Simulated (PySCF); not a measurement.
Structure problem from calculated spectra and properties.

Formula: C6H8FP3.

- 1H NMR: chemical shifts (computed TMS as zero) by class: 3.42 (2 H), 3.31 (3 H), 1.37 (3 H) ppm [GIAO B3LYP/pcSseg-1]
- UV, first state: lowest singlet excitation: 3.58 eV (346 nm, f = 0.005) [TDDFT CAM-B3LYP/def2-SVPD]
- UV, strongest line: among the 10 lowest singlet transitions: S8 at 4.71 eV (263 nm, f = 0.340) [TDDFT CAM-B3LYP/def2-SVPD]
- Dipole: 2.23 D [CAM-B3LYP/def2-SVPD]
- Triplet: lowest triplet excitation (Tamm–Dancoff): 2.43 eV [TDA CAM-B3LYP/def2-SVPD]
- Polarisability: 150.4 au [CAM-B3LYP/def2-SVPD]
- 13C NMR: chemical shifts (computed TMS as zero) by class: 257.4 (1 C), 227.9 (1 C), 218.5 (1 C), 40.3 (1 C), 30.6 (1 C), 29.4 (1 C) ppm [GIAO B3LYP/pcSseg-1]
- Valence photoelectron: vertical ionisation energy: 8.80 eV [ΔSCF CAM-B3LYP/def2-SVPD]
- NMR, other nuclei: isotropic shieldings of nuclei other than C and H, by class: 217 (1 F), 36 (1 P), 79 (1 P), 81 (1 P) ppm [GIAO B3LYP/pcSseg-1]
- Rotational structure: rotational constants A, B, C: 1.072, 0.763, 0.468 GHz [PBE0-D3(BJ)/def2-SVP]

Gas-phase values; electronic properties from PySCF, density fitting. Levels stand in brackets. One conformer (not necessarily the lowest) at the PBE0-D3(BJ)/def2-SVP geometry, without solvent, vibrations or thermal averaging. NMR values are class means; diastereotopic atoms form classes of their own.

Q: Propose a structure and show how it fits.

A: Numbering: `[CH3:1][CH2:2][c:3]1[p:4][c:5]([CH3:6])[p:7][c:8]([F:9])[p:10]1`. 6 carbons fall into 6 classes; from least to most shielded: aromatic C–F carbon [C8] (257.4 ppm), substituted aromatic carbon [C3] (227.9 ppm), substituted aromatic carbon [C5] (218.5 ppm), benzylic-type carbon [C2] (40.3 ppm), benzylic-type carbon [C6] (30.6 ppm), methyl carbon [C1] (29.4 ppm). Hydrogen classes from least to most shielded: 2 H on a benzylic-type carbon, C2 (3.42 ppm), 3 H on a benzylic-type carbon, C6 (3.31 ppm), 3 H on a methyl carbon, C1 (1.37 ppm). The other shieldings belong to: 217 ppm, aryl fluorine [F9]; 36 ppm, phosphorus bonded to 2 C [P4]; 79 ppm, phosphorus bonded to 2 C [P7]; 81 ppm, phosphorus bonded to 2 C [P10]. The first electron is taken from the HOMO, whose largest Löwdin shares are 0.23 on a phosphorus bonded to 2 C, 0.21 on the aromatic C–F carbon, 0.12 on a substituted aromatic carbon and 0.10 on a substituted aromatic carbon. The optimised geometry has point group C1 and is an asymmetric top. Structure: `CCc1pc(C)pc(F)p1`. The assignments are read from this structure; whether some other isomer fits the data as well wasn't checked.

Conformer computed: `[CH3:1][CH2:2][c:3]1[p:4][c:5]([CH3:6])[p:7][c:8]([F:9])[p:10]1`: C1–C2–C3–P4 89°.
